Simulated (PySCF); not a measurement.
Species: C5H3ClF2O.
Atom-mapped SMILES: `[F:1][C:2]1=[CH:3][C@@:4]([F:5])([Cl:6])[CH:7]=[CH:8][O:9]1` (hydrogens: H10 on C3; H11 on C7; H12 on C8)

Geometry (GFN2-xTB, Å), atoms numbered from 1 in this order:
```
atom  x, y, z in Å
F1    -2.0355   -1.9867    0.1730
C2    -1.0367   -1.1131    0.1044
C3    -1.2245    0.1675   -0.2019
C4    -0.0650    1.0910   -0.2196
F5    -0.0637    1.8644   -1.3511
Cl6   -0.2292    2.2969    1.1593
C7     1.2183    0.3594   -0.0645
C8     1.2393   -0.9378    0.2264
O9     0.1343   -1.7124    0.3612
H10   -2.2052    0.5555   -0.4118
H11    2.1273    0.9238   -0.1761
H12    2.1419   -1.5094    0.3747
```

Computed, not measured: TDDFT PBE0/def2-SVPD, vertical, gas phase, core orbitals frozen in the response (PySCF 2.14.0, density-fitted response routines).

Lowest singlets, with some entries withheld (?).

| state | E (eV) | f | main configurations (H = HOMO, L = LUMO) |
| --- | --- | --- | --- |
| S1 | 5.77 | 0.050 | H→L (93%) |
| S2 | ? | ? | ? |
| S3 | 6.49 | 0.044 | H-1→L (45%), H-1→L+1 (34%) |
| S4 | 6.83 | 0.023 | H-1→L+1 (30%), H→L+2 (16%), H-1→L (11%) |
| S5 | ? | ? | ? |
| S6 | 7.09 | 0.031 | H-2→L (46%), H-3→L (28%), H-1→L+1 (14%) |
| S7 | 7.25 | 0.120 | H-2→L+1 (26%), H→L+2 (18%), H-3→L (16%) |
| S8 | 7.37 | 0.022 | H→L+3 (57%), H-2→L+1 (25%) |

Problem. Supply the missing values.

Solution. 
- S2: E = 6.10 eV; f = 0.036; H→L+1 (83%), H-1→L (11%)
- S5: E = 7.04 eV; f = 0.0045; H→L+2 (51%), H-2→L (20%), H-3→L (18%)

Problem. What is the mean static polarisability from the same response equations?

Solution. 75.8 au (11.23 Å³), with principal values 58.9, 73.2 and 95.2 au.

Problem. Where do the lowest triplets lie (Tamm–Dancoff)?

Solution. T1 4.31 eV, H→L (55%), H-1→L (26%); T2 4.55 eV, H→L+1 (61%), H-1→L+1 (14%), H-1→L (9%); T3 5.47 eV, H→L (37%), H-1→L (36%), H→L+1 (14%). E(S1) − E(T1) = +1.46 eV.

Problem. How far apart are S5 and S7, in eV and cm⁻¹?

Solution. 7.255 − 7.035 = 0.220 eV, or about 1770 cm⁻¹.
